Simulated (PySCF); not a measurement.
**C₆ coefficients of unlike pairs at UHF**

Calculated with PySCF 2.14 from the dipole response of each species, C₆(A,B) = (3/π) ∫ α_A(iu) α_B(iu) du, in atomic units, from isotropic polarisabilities. For ions this is the dispersion term alone; charge-induced terms of lower order in 1/R come first.

| species | configuration | basis | relativity | α (bohr³) | C₆ (like pair) |
| --- | --- | --- | --- | --- | --- |
| Li | [He] 2s1 (2S) | aug-cc-pVDZ (4s3p2d) | none | 168.7 | 1458 |
| Xe²⁺ | [Kr] 4d10 5s2 5p4 (3P) | x2c-QZVPPall with one added diffuse shell each of s, p, d, f type (14s10p8d5f1g) | spin-free X2C | 12.80 | 92.49 |
| Sc³⁺ | [Ar] (1S) | aug-cc-pVTZ-DK (8s7p5d3f2g) | spin-free X2C | 2.111 | 5.373 |
| Cu³⁺ | [Ar] 3d8 (3F) | aug-cc-pwCVTZ-PP with ECP10MDF (8s8p7d4f3g) | core potential | 1.385 | 3.124 |

Estimate C₆ for Xe²⁺ with Li.

The integral gives 203.1. The combination rule 2 C_A C_B / (C_A α_B/α_A + C_B α_A/α_B) gives 202.8 and the geometric mean 367.2.

No spin-orbit coupling is included.

The other pairs:

| pair | C₆ |
| --- | --- |
| Sc³⁺, Xe²⁺ | 21.17 |
| Sc³⁺, Li | 35.28 |
| Cu³⁺, Xe²⁺ | 15.12 |
| Cu³⁺, Sc³⁺ | 3.995 |
| Cu³⁺, Li | 23.29 |
